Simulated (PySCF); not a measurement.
Ionisation energy of Gd⁵⁴⁺ by level of theory

Gd⁵⁴⁺ [Ne] (1S) → Gd⁵⁵⁺ [He] 2s2 2p5 (2P), as a difference of total energies. All numbers are calculated (PySCF 2.14, the spin-free X2C one-electron Hamiltonian (Gaussian nucleus), in an uncontracted even-tempered set (19 s from 31 bohr⁻², ratio 2.2; 13 p from 40 bohr⁻², ratio 2.2; 6 d from 160 bohr⁻², ratio 2.4; 5 f from 240 bohr⁻², ratio 2.4; 4 g from 360 bohr⁻², ratio 2.4)). Correlated levels: nothing frozen; virtual orbitals above 40 to 60 times the deepest correlated orbital energy dropped. The calculations carry no spin-orbit coupling.

```
                 method  ionisation energy (eV)
                    UHF                 11510.6
                    LDA                 11505.4
                    PBE                 11506.6
                   PBE0                 11508.1
                 r2SCAN                 11511.8
                 revPBE                 11506.2
                  M06-L                 11511.6
    MP2 (all electrons)                 11512.5
SCS-MP2 (all electrons)                 11512.3
```

A first-order spin-orbit estimate (lowest level to lowest level, LS coupling) adds -226.3 eV.

For this ion Breit and QED terms and the two-electron picture change, all absent here, outweigh the differences among the correlated methods.

For comparison: 11273 ± 5 eV (theoretical estimate listed by NIST; NIST Atomic Spectra Database, ionization energies).
